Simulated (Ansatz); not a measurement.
Species: C$_{2}$H$_{6}$Si, charge 0, triplet. This triplet is an excited state, 1.1 eV above the singlet at CCSD(T)/cc-pV(T+d)Z (Ansatz, a quantum-chemistry and plane-wave program). C2H6Si (SMILES C[Si]C, triplet).
B3LYP-D3(BJ)/def2-TZVP minimum from Ansatz:
```
Si
C 1 1.8978
H 2 1.0903 1 110.25
H 2 1.0927 3 108.20 1 121.02
H 2 1.0927 3 108.20 4 117.96
C 1 1.8978 2 117.67 3 -180.00
H 6 1.0903 1 110.25 2 -180.00
H 6 1.0927 7 108.20 1 -121.02
H 6 1.0927 7 108.20 8 -117.96
```
Charge 0, spin multiplicity 3.

Total energies in cc-pV(D+d)Z, 18 correlated electrons, 7 frozen orbitals. Open shells are spin-unrestricted; no spin-orbit coupling. Correlated methods leave the cores frozen. No relativity. The spin of C2H6Si (C[Si]C, triplet) was assumed, and the state is the lowest solution found for it.

```tsv
method	program	energy (Eh)	minus CCSDT(Q) (mEh)
HF	Ansatz	-368.10370	418.33
MP2	Ansatz	-368.46252	59.51
CCSD	Ansatz	-368.50870	13.33
CCSD(T)	Ansatz	-368.52020	1.82
CCSDT(Q)	Ansatz	-368.52203	0.00
```

Rough core times of Ansatz's runs on a shared machine: CCSD(T) under 20 s, CCSDT(Q) 10 min.
